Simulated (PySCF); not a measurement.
CdI2, singlet, geometry from GFN2-xTB (such geometries of metal compounds can be far from the true shape) (core potentials on Cd, I), with bond 3-1 at 1.6 times its length; SVWN5/def2-SVP in PySCF.

Input for PySCF:
```python
from pyscf import gto, scf, dft

mol = gto.Mole()
mol.atom = '''
    Cd   -0.452711    0.220262    0.313136
    I     0.020976    1.798468   -1.743063
    I     0.894069   -3.328878    2.147267
'''
mol.basis = 'def2-svp'
mol.ecp = {'Cd': 'def2-svp', 'I': 'def2-svp'}
mol.charge = 0
mol.spin = 0
mol.verbose = 4
mol.build()

mf = dft.RKS(mol)
mf.xc = 'lda,vwn'
mf.kernel()
mf.analyze()
```

It wrote (shortened):

```
PySCF version 2.14.0

[INPUT] verbose = 4
[INPUT] num. atoms = 3
[INPUT] num. electrons = 70
[INPUT] charge = 0
[INPUT] spin (= nelec alpha-beta = 2S) = 0
[INPUT] symmetry False subgroup None
[INPUT] Mole.unit = angstrom
[INPUT] Symbol           X                Y                Z      unit          X                Y                Z       unit  Magmom
[...]
nuclear repulsion = 214.093820574324
number of shells = 31
number of NR pGTOs = 179
number of NR cGTOs = 83
basis = def2-svp
ecp = {'Cd': 'def2-svp', 'I': 'def2-svp'}

******** <class 'pyscf.dft.rks.RKS'> ********
method = RKS
initial guess = minao
damping factor = 0
level_shift factor = 0
DIIS = <class 'pyscf.scf.diis.CDIIS'>
diis_start_cycle = 1
diis_space = 8
diis_damp = 0
SCF conv_tol = 1e-09
SCF conv_tol_grad = None
SCF max_cycles = 50
direct_scf = True
direct_scf_tol = 1e-13
XC library pyscf.dft.libxc version 7.1.2
    S. Lehtola, C. Steigemann, M. J. T. Oliveira, and M. A. L. Marques,  SoftwareX 7, 1–5 (2018)
XC functionals = lda,vwn
    P. A. M. Dirac,  Math. Proc. Cambridge Philos. Soc. 26, 376 (1930)
    F. Bloch,  Z. Phys. 57, 545 (1929)
    S. H. Vosko, L. Wilk, and M. Nusair,  Can. J. Phys. 58, 1200 (1980)
radial grids:
    Treutler-Ahlrichs [JCP 102, 346 (1995); DOI:10.1063/1.469408] (M4) radial grids

becke partition: Becke, JCP 88, 2547 (1988); DOI:10.1063/1.454033
pruning grids: <function nwchem_prune>
grids dens level: 3
symmetrized grids: False
atomic radii adjust function: <function treutler_atomic_radii_adjust>
small_rho_cutoff = 0
Set gradient conv threshold to 3.16228e-05
Initial guess from minao.
tot grids = 66312
init E= -685.564200403099
[...]
cycle= 1 E= -758.264937422653  delta_E= -72.7  |g|= 4.78  |ddm|= 12.6
[...]
cycle= 2 E= -754.124002310455  delta_E= 4.14  |g|= 4.44  |ddm|= 12.5

WARN: HOMO -0.079104892337904 == LUMO -0.0785519098585914

cycle= 3 E= -758.462164319899  delta_E= -4.34  |g|= 2.18  |ddm|= 19.8
[...]
cycle= 4 E= -761.40205178486  delta_E= -2.94  |g|= 1.11  |ddm|= 18.6
[...]
cycle= 5 E= -761.816933691358  delta_E= -0.415  |g|= 0.59  |ddm|= 3.55

WARN: HOMO -0.171998060101976 == LUMO -0.171921580907265

cycle= 6 E= -761.597414072231  delta_E= 0.22  |g|= 0.557  |ddm|= 3.04
[...]
cycle= 7 E= -761.920671921189  delta_E= -0.323  |g|= 0.367  |ddm|= 3.16
[...]
cycle= 8 E= -761.984895830003  delta_E= -0.0642  |g|= 0.239  |ddm|= 0.632
[...]
cycle= 9 E= -762.035262819355  delta_E= -0.0504  |g|= 0.0448  |ddm|= 0.803
[...]
cycle= 10 E= -762.019517157996  delta_E= 0.0157  |g|= 0.139  |ddm|= 0.473

WARN: HOMO -0.214927961978565 == LUMO -0.214730049033148

cycle= 11 E= -761.660443159843  delta_E= 0.359  |g|= 0.421  |ddm|= 2.91
[...]
cycle= 12 E= -762.030126334176  delta_E= -0.37  |g|= 0.0833  |ddm|= 2.89
[...]
cycle= 13 E= -762.032002728712  delta_E= -0.00188  |g|= 0.0401  |ddm|= 1.03

WARN: HOMO -0.214976433622188 == LUMO -0.214564364340454

cycle= 14 E= -762.032580647429  delta_E= -0.000578  |g|= 0.0387  |ddm|= 1.54
[...]
cycle= 15 E= -762.034754495339  delta_E= -0.00217  |g|= 0.0396  |ddm|= 0.819

WARN: HOMO -0.21490820775991 == LUMO -0.21397347943773

cycle= 16 E= -762.0351701542  delta_E= -0.000416  |g|= 0.0319  |ddm|= 0.0921

WARN: HOMO -0.214695565529161 == LUMO -0.214011957797058

cycle= 17 E= -762.027239614273  delta_E= 0.00793  |g|= 0.08  |ddm|= 1.07

WARN: HOMO -0.214505156775932 == LUMO -0.214074116462026

cycle= 18 E= -762.004578083683  delta_E= 0.0227  |g|= 0.177  |ddm|= 0.475

WARN: HOMO -0.215146220496003 == LUMO -0.214213093874161

cycle= 19 E= -762.0351515368  delta_E= -0.0306  |g|= 0.017  |ddm|= 1.63

WARN: HOMO -0.214347838373262 == LUMO -0.21408952519105

cycle= 20 E= -761.753087398672  delta_E= 0.282  |g|= 0.454  |ddm|= 2.63

WARN: HOMO -0.215022095176146 == LUMO -0.214259198765314

cycle= 21 E= -762.035531489194  delta_E= -0.282  |g|= 0.0135  |ddm|= 2.64

WARN: HOMO -0.214433778866817 == LUMO -0.214134079305776

cycle= 22 E= -761.658855337914  delta_E= 0.377  |g|= 0.427  |ddm|= 2.84

WARN: HOMO -0.214638189070136 == LUMO -0.214600121241273

cycle= 23 E= -761.677655155724  delta_E= -0.0188  |g|= 0.436  |ddm|= 1.53

WARN: HOMO -0.214762231374832 == LUMO -0.214392097154898

cycle= 24 E= -762.034066661612  delta_E= -0.356  |g|= 0.0243  |ddm|= 2.84

WARN: HOMO -0.214896540360825 == LUMO -0.214353653741138

cycle= 25 E= -762.033269388647  delta_E= 0.000797  |g|= 0.0347  |ddm|= 1.19

WARN: HOMO -0.214701848644072 == LUMO -0.214402397630358

cycle= 26 E= -762.034030496815  delta_E= -0.000761  |g|= 0.026  |ddm|= 0.582

WARN: HOMO -0.214746488800557 == LUMO -0.214362878310964

cycle= 27 E= -762.035303081904  delta_E= -0.00127  |g|= 0.016  |ddm|= 0.756

WARN: HOMO -0.214511307429906 == LUMO -0.214336893562951

cycle= 28 E= -762.035333472905  delta_E= -3.04e-05  |g|= 0.0143  |ddm|= 0.106

WARN: HOMO -0.214549224372141 == LUMO -0.21442930468693

cycle= 29 E= -762.035164003674  delta_E= 0.000169  |g|= 0.0168  |ddm|= 0.736

WARN: HOMO -0.214873386473556 == LUMO -0.214364302707562

cycle= 30 E= -762.03569500863  delta_E= -0.000531  |g|= 0.0169  |ddm|= 0.468

WARN: HOMO -0.214567783471822 == LUMO -0.214404617876308

cycle= 31 E= -762.034897175301  delta_E= 0.000798  |g|= 0.0195  |ddm|= 0.34

WARN: HOMO -0.214488424537398 == LUMO -0.214102027886155

cycle= 32 E= -761.658208967261  delta_E= 0.377  |g|= 0.427  |ddm|=  2.8

WARN: HOMO -0.21459808439889 == LUMO -0.214218239135691

cycle= 33 E= -761.762730481227  delta_E= -0.105  |g|= 0.449  |ddm|= 2.08

WARN: HOMO -0.214710592808075 == LUMO -0.21433680192544

cycle= 34 E= -761.94994553769  delta_E= -0.187  |g|= 0.302  |ddm|= 1.16

WARN: HOMO -0.214567340437111 == LUMO -0.21405287876737

cycle= 35 E= -761.705099413948  delta_E= 0.245  |g|= 0.445  |ddm|= 1.59

WARN: HOMO -0.214520455869212 == LUMO -0.214239540503053

cycle= 36 E= -761.758269357528  delta_E= -0.0532  |g|= 0.45  |ddm|= 0.416

WARN: HOMO -0.214889023460366 == LUMO -0.214237628673707

cycle= 37 E= -762.020577959546  delta_E= -0.262  |g|= 0.115  |ddm|= 1.99

WARN: HOMO -0.214882379358742 == LUMO -0.213920808611584

cycle= 38 E= -761.980596723699  delta_E= 0.04  |g|= 0.242  |ddm|= 2.21
[...]
cycle= 39 E= -761.962053367372  delta_E= 0.0185  |g|= 0.28  |ddm|= 0.788
[...]
cycle= 40 E= -762.026329886304  delta_E= -0.0643  |g|= 0.109  |ddm|= 1.56
[...]
cycle= 41 E= -762.031757395839  delta_E= -0.00543  |g|= 0.0725  |ddm|= 0.55
[...]
cycle= 42 E= -762.032469521165  delta_E= -0.000712  |g|= 0.0659  |ddm|= 0.153
[...]
cycle= 43 E= -762.034959464883  delta_E= -0.00249  |g|= 0.0306  |ddm|= 0.159
[...]
cycle= 44 E= -762.029407202637  delta_E= 0.00555  |g|= 0.0665  |ddm|= 1.12
[...]
cycle= 45 E= -762.033576367069  delta_E= -0.00417  |g|= 0.0329  |ddm|= 1.49

WARN: HOMO -0.214126565345511 == LUMO -0.213460990486561

cycle= 46 E= -761.84577198227  delta_E= 0.188  |g|= 0.42  |ddm|=  2.3

WARN: HOMO -0.214562567495265 == LUMO -0.213871893358493

cycle= 47 E= -761.96836488351  delta_E= -0.123  |g|= 0.268  |ddm|= 0.811

WARN: HOMO -0.214387317230393 == LUMO -0.213817917449651

cycle= 48 E= -761.97012073464  delta_E= -0.00176  |g|= 0.265  |ddm|= 0.404

WARN: HOMO -0.214465239380416 == LUMO -0.21348858864542

cycle= 49 E= -762.015835054075  delta_E= -0.0457  |g|= 0.138  |ddm|= 0.598
[...]
cycle= 50 E= -762.031580571277  delta_E= -0.0157  |g|= 0.0504  |ddm|= 1.87
SCF not converged.
SCF energy = -762.031580571277
**** SCF Summaries ****
Total Energy =                        -762.031580571276663
Nuclear Repulsion Energy =             214.093820574323615
One-electron Energy =                -1759.343996643335913
Two-electron Energy =                  783.218595497735691
Two-electron Coulomb Energy =          841.865272123660247
DFT Exchange-Correlation Energy =      -58.646676625924535
HOMO-LUMO gap [eV] =                     0.053209258890270
**** MO energy ****
[...]
Dipole moment(X, Y, Z, Debye): -1.37505,  2.24830, -0.31292
```

Convergence was not reached.
